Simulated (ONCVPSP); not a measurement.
Scattering properties, ONCV potential for Ga (Z = 31)

| Property | Result |
| --- | --- |
| Element | gallium (Ga) |
| Generator | ONCVPSP 4.0.1 |
| Type | optimised norm-conserving Vanderbilt (ONCV) |
| Functional | PBE |
| Relativity | fully relativistic |
| Frozen core | [Ne] |
| Valence charge | 21 |
| Reference configuration | 3s2 3p6 3d10 4s1 4p2 |
| Partial waves | 3s+4s: rc 0.85 bohr, ncon 5, nbas 8, qcut 13 1/bohr, 3 projectors, debl 0.5 Ha; 3p+4p: rc 1.05 bohr, ncon 4, nbas 9, qcut 12.7 1/bohr, 2 projectors; 3d: rc 1.15 bohr, ncon 4, nbas 8, qcut 14 1/bohr, 3 projectors, debl 1.7 Ha |
| Local potential | polynomial inside 0.65 bohr (lpopt 5, dvloc0 1 Ha) |
| Core correction | Teter function, fcfact 1.75, rcfact 1.65 |

Open shells are filled in proportion to 2j + 1.

The phase is arctan(r·R′/R) of the radial function R(r), unwrapped; energies in Ha, scanned from -7 to 5 Ha. A pole is an energy at which the radial function vanishes at the test radius. The pseudo phase is shifted by a multiple of π to meet the all-electron one at the reference energy, and phase errors are pseudo minus all-electron; the curves can meet again beyond the range given. Levels narrower than the energy grid can be missing from the lists of poles.

```json
{"channel": "s", "radius (bohr)": "0.86", "reference energy (Ha)": "-0.37", "poles, all-electron": "-1.90", "poles, pseudo": "-1.90", "unbroken range about the reference energy with phases within 0.05 rad": "the whole range", "phase error 1 Ha above the reference energy (rad)": "+0.000"}
{"channel": "p3/2", "radius (bohr)": "1.06", "reference energy (Ha)": "-0.12", "poles, all-electron": "-2.37", "poles, pseudo": "-2.37", "unbroken range about the reference energy with phases within 0.05 rad": "the whole range", "phase error 1 Ha above the reference energy (rad)": "+0.000"}
{"channel": "p1/2", "radius (bohr)": "1.06", "reference energy (Ha)": "-0.13", "poles, all-electron": "-2.57", "poles, pseudo": "-2.57", "unbroken range about the reference energy with phases within 0.05 rad": "the whole range", "phase error 1 Ha above the reference energy (rad)": "+0.000"}
{"channel": "d5/2", "radius (bohr)": "1.17", "reference energy (Ha)": "-0.77", "poles, all-electron": "0.19", "poles, pseudo": "0.19", "unbroken range about the reference energy with phases within 0.05 rad": "the whole range", "phase error 1 Ha above the reference energy (rad)": "+0.000"}
{"channel": "d3/2", "radius (bohr)": "1.17", "reference energy (Ha)": "-0.78", "poles, all-electron": "0.16", "poles, pseudo": "0.16", "unbroken range about the reference energy with phases within 0.05 rad": "the whole range", "phase error 1 Ha above the reference energy (rad)": "+0.000"}
```

Note: ghosts flagged at negative energy: s at -17091.3 eV, d5/2 at -5607.3 eV, d3/2 at -1020.5 eV; GHOST(+) flags only above 600 eV. A true bound ghost makes a file unfit for plane-wave use.

Phases in the d5/2 channel:

```tsv
E (Ha)	all-electron	pseudo
-6.96	1.266	1.266
-6.32	1.244	1.244
-5.68	1.216	1.216
-5.04	1.181	1.181
-4.40	1.133	1.133
-3.76	1.063	1.063
-3.12	0.950	0.950
-2.48	0.732	0.732
-1.84	0.206	0.207
-1.20	-0.741	-0.741
-0.56	-1.297	-1.297
0.08	-1.541	-1.541
0.72	-1.687	-1.687
1.36	-1.806	-1.806
2.00	-1.929	-1.929
2.64	-2.088	-2.088
3.28	-2.332	-2.331
3.92	-2.742	-2.741
4.56	-3.324	-3.323
```
